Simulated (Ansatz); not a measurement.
Steps of a relaxation of C$_{4}$H$_{7}$Al (`C=C[C](=C)[AlH2]`) with RKS PBE0-D4/def2-TZVP.

```sh
$ ansatz run in.yaml --threads 4 --pin off --events-out ev --progress --plain --max-ram 10444MiB
```

```yaml
crystal:
  periodic: [false, false, false]
  atoms:
    - {symbol: C, position_ang: [0.120611, 1.645723, 1.236003]}
    - {symbol: C, position_ang: [0.626731, 1.027661, 0.144875]}
    - {symbol: C, position_ang: [0.179395, -0.262438, -0.396371]}
    - {symbol: C, position_ang: [0.795602, -0.782414, -1.497552]}
    - {symbol: Al, position_ang: [-1.290655, -1.356430, 0.326343]}
    - {symbol: H, position_ang: [-0.705823, 1.208507, 1.821469]}
    - {symbol: H, position_ang: [0.515330, 2.614871, 1.577157]}
    - {symbol: H, position_ang: [1.453991, 1.525064, -0.400737]}
    - {symbol: H, position_ang: [1.631925, -0.257151, -2.000057]}
    - {symbol: H, position_ang: [0.498700, -1.750061, -1.937707]}
    - {symbol: H, position_ang: [-2.187725, -0.920834, 1.580953]}
    - {symbol: H, position_ang: [-1.560982, -2.747697, -0.420276]}
basis:
  gaussian: {orbitals: def2-TZVP}
hamiltonian: {xc: pbe0, dispersion: d4}
relax: {f_tol: 0.005, max_steps: 150}
```

Positions (Å) and forces (eV/Å) along the path, 8 of 8 steps:

```xyz
12
step=1 energy=-10850.7386 eV
C     0.121    1.646    1.236    0.147   -0.269   -0.421
C     0.627    1.028    0.145   -0.031    0.445    0.395
C     0.179   -0.262   -0.396    0.315   -0.260   -0.572
C     0.796   -0.782   -1.498   -0.182    0.243    0.432
Al   -1.291   -1.356    0.326    0.073    0.016   -0.045
H    -0.706    1.209    1.821    0.449    0.213   -0.326
H     0.515    2.615    1.577   -0.204   -0.528   -0.195
H     1.454    1.525   -0.401   -0.416   -0.252    0.288
H     1.632   -0.257   -2.000   -0.438   -0.272    0.256
H     0.499   -1.750   -1.938    0.134    0.530    0.260
H    -2.188   -0.921    1.581    0.119   -0.042   -0.155
H    -1.561   -2.748   -0.420    0.034    0.175    0.084
12
step=2 energy=-10850.7937 eV
C     0.117    1.633    1.217    0.048   -0.055   -0.036
C     0.625    1.024    0.141    0.030    0.124    0.104
C     0.178   -0.261   -0.392    0.075   -0.086   -0.125
C     0.791   -0.775   -1.477   -0.089    0.073    0.027
Al   -1.281   -1.352    0.326    0.054    0.047   -0.030
H    -0.696    1.193    1.795    0.106    0.073   -0.101
H     0.509    2.588    1.561   -0.070   -0.128   -0.047
H     1.450    1.512   -0.391   -0.132   -0.080    0.059
H     1.612   -0.252   -1.979   -0.102   -0.094    0.078
H     0.489   -1.726   -1.917    0.066    0.119    0.074
H    -2.167   -0.913    1.570    0.011   -0.013   -0.013
H    -1.550   -2.728   -0.420    0.004    0.022    0.010
12
step=3 energy=-10850.7914 eV rejected
C     0.129    1.621    1.223   -0.094    0.077   -0.045
C     0.630    1.020    0.145   -0.025    0.021   -0.048
C     0.175   -0.258   -0.393   -0.057    0.033   -0.002
C     0.771   -0.760   -1.487    0.205   -0.169    0.143
Al   -1.278   -1.345    0.324    0.011    0.008   -0.004
H    -0.697    1.194    1.781    0.023   -0.039    0.049
H     0.504    2.580    1.557    0.033    0.005    0.040
H     1.438    1.513   -0.397    0.046   -0.020    0.005
H     1.613   -0.260   -1.966   -0.055    0.049   -0.067
H     0.498   -1.727   -1.899   -0.074    0.048   -0.077
H    -2.160   -0.915    1.571   -0.009    0.002    0.014
H    -1.547   -2.718   -0.423   -0.004   -0.014   -0.009
12
step=4 energy=-10850.7974 eV
C     0.118    1.630    1.215    0.004   -0.004   -0.005
C     0.628    1.023    0.143   -0.001    0.003    0.005
C     0.178   -0.259   -0.391    0.003   -0.001   -0.001
C     0.786   -0.772   -1.476   -0.012    0.007    0.007
Al   -1.277   -1.347    0.325    0.006    0.002   -0.003
H    -0.699    1.195    1.782    0.007    0.006   -0.006
H     0.504    2.583    1.559   -0.008   -0.007    0.000
H     1.449    1.507   -0.389   -0.005   -0.007    0.001
H     1.608   -0.256   -1.974   -0.004   -0.011    0.002
H     0.488   -1.723   -1.909    0.007    0.009    0.002
H    -2.156   -0.919    1.577    0.004   -0.004   -0.004
H    -1.550   -2.718   -0.427    0.000    0.007    0.002
12
step=5 energy=-10850.7975 eV
C     0.116    1.632    1.213    0.001    0.000   -0.001
C     0.629    1.022    0.144    0.003    0.004    0.001
C     0.178   -0.259   -0.391    0.002   -0.001   -0.003
C     0.785   -0.772   -1.475   -0.002    0.003    0.005
Al   -1.275   -1.347    0.326   -0.001   -0.001    0.000
H    -0.703    1.198    1.778   -0.001    0.000   -0.001
H     0.501    2.584    1.557   -0.001    0.000    0.000
H     1.452    1.504   -0.386    0.000   -0.002   -0.001
H     1.609   -0.259   -1.972    0.000    0.000   -0.001
H     0.487   -1.722   -1.909   -0.001   -0.001    0.001
H    -2.147   -0.926    1.585    0.001   -0.001    0.001
H    -1.556   -2.711   -0.434   -0.001   -0.001   -0.002
12
step=6 energy=-10850.7975 eV
C     0.115    1.634    1.211   -0.003    0.002    0.000
C     0.630    1.022    0.145    0.002    0.004    0.000
C     0.178   -0.258   -0.390    0.000   -0.001   -0.001
C     0.785   -0.772   -1.474    0.003    0.000   -0.002
Al   -1.275   -1.347    0.326    0.000   -0.003    0.004
H    -0.708    1.203    1.773   -0.002   -0.003    0.001
H     0.499    2.586    1.556    0.003    0.002    0.000
H     1.456    1.501   -0.384    0.002    0.000    0.000
H     1.610   -0.261   -1.971    0.002    0.002    0.000
H     0.486   -1.722   -1.909   -0.004   -0.003    0.000
H    -2.138   -0.935    1.593   -0.001    0.001    0.001
H    -1.562   -2.706   -0.441   -0.001   -0.002   -0.002
12
step=7 energy=-10850.7975 eV rejected
C     0.113    1.635    1.209   -0.002    0.001    0.003
C     0.630    1.022    0.145    0.001    0.001    0.001
C     0.178   -0.258   -0.390    0.000   -0.001    0.001
C     0.785   -0.773   -1.473    0.006   -0.003   -0.004
Al   -1.273   -1.349    0.328   -0.009    0.003   -0.005
H    -0.710    1.205    1.770   -0.001   -0.002    0.000
H     0.497    2.588    1.554    0.003    0.002   -0.001
H     1.458    1.500   -0.382    0.001    0.001    0.000
H     1.611   -0.262   -1.970    0.000    0.003    0.000
H     0.485   -1.722   -1.908   -0.003   -0.002    0.001
H    -2.132   -0.941    1.599    0.002   -0.001    0.002
H    -1.567   -2.702   -0.448    0.003   -0.002    0.002
12
step=8 energy=-10850.7975 eV
C     0.114    1.635    1.210   -0.001    0.000    0.002
C     0.630    1.022    0.145    0.001    0.002    0.001
C     0.178   -0.258   -0.390   -0.001    0.000   -0.001
C     0.785   -0.772   -1.474    0.003   -0.001   -0.002
Al   -1.274   -1.348    0.326    0.000   -0.001    0.001
H    -0.709    1.204    1.772    0.000   -0.001   -0.001
H     0.499    2.587    1.555    0.001    0.000   -0.001
H     1.457    1.501   -0.383    0.000    0.000    0.000
H     1.611   -0.261   -1.970    0.000    0.001    0.000
H     0.485   -1.722   -1.909   -0.002    0.000    0.001
H    -2.135   -0.938    1.596    0.000    0.000    0.000
H    -1.564   -2.705   -0.444    0.000    0.000   -0.001
```

Hardware: 4 threads of an Intel Xeon Platinum 8375C on a shared host. Wall time 26 s, peak host memory 0.53 GiB.
